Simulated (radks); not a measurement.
Results of a calculation; reference values are marked as such.
Problem. Ne, 10 electrons, occupied as [Ne] (the NIST ground configuration). Code: a radial shooting solver on a logarithmic mesh with Libxc functionals. Model: non-relativistic Kohn-Sham, TPSS, spin-unpolarised, spherical densities, point nucleus; meta-GGA in the generalised Kohn-Sham scheme. Some entries of the table are withheld. Estimate them.

orbital  occ.  eigenvalue (hartree)  <r> (bohr)
1s          2                   (1)         (2)
2s          2              -1.36362         (3)
2p          6              -0.49625      0.9790

Solution. 
(1) 1s eigenvalue (hartree): -30.65915
(2) 1s <r> (bohr): 0.1579
(3) 2s <r> (bohr): 0.8959
